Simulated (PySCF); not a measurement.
Assignment exercise: C5H6O2

Atoms are numbered as in `[CH3:1][O:2][c:3]1[cH:4][cH:5][cH:6][o:7]1` (H(Xn): hydrogen on atom n).

PySCF 2.14.0 with density-fitted response routines calculation with NMR shieldings at PBE0/pcSseg-1/GIAO, J: B3LYP/pcJ-1 (without the spin–dipole term) and geometry from PBE0-D3(BJ)/def2-SVP; no solvent, rapidly exchanging positions averaged, single conformer, non-relativistic Hamiltonian.

Scale: $^{13}$C, $^{1}$H against TMS (reference shieldings calculated alike).

(1) Assign these signals to the numbered atoms. $^{13}$C{$^{1}$H} NMR (computed): δ 164.1 (C), 133.7 (CH), 118.8 (CH), 84.6 (CH), 54.4 (CH3).

(2) Assign these signals to the numbered atoms. $^{1}$H NMR (400 MHz, computed): δ 6.81 (dd, J = 2.6, 1.0 Hz, 1H), 6.43 (dd, J = 3.8, 2.6 Hz, 1H), 5.36 (dd, J = 3.8, 1.0 Hz, 1H), 3.80 (s, 3H).

Answers

(1) 
164.1 → C3, aromatic carbon bearing oxygen: σ withdrawal by the attached heteroatom moves it downfield of the ring CH carbons
133.7 → C6, aromatic CH next to the ring oxygen
118.8 → C5, aromatic CH
84.6 → C4, aromatic CH: it is ortho or para to a lone-pair donor and shielded by resonance
54.4 → C1, methyl carbon bonded to O: pulled downfield by the heteroatom

(2) 
6.81 → H(C6), hydrogen on an aromatic CH next to the ring oxygen: ortho or para to a lone-pair donor, hence upfield of benzene
6.43 → H(C5), hydrogen on an aromatic CH: ring-current deshielding
5.36 → H(C4), hydrogen on an aromatic CH
3.80 → H(C1), hydrogen on a methyl carbon bonded to O: its carbon carries O, hence the downfield position

Splittings below 1 Hz are ignored in the labels, and close J values are merged. Unscaled 3J(H,H) at this level run about 10 % above measured values. Shifts are as computed. Against solution values, carbons near 30 ppm lie about +2 ppm off and those near 130 ppm about +5 ppm. Of 1211 compounds with measured shifts, 218 miss one by over three times the rms of a fit or turn the order of signals round; such compounds aren't used in these exercises.
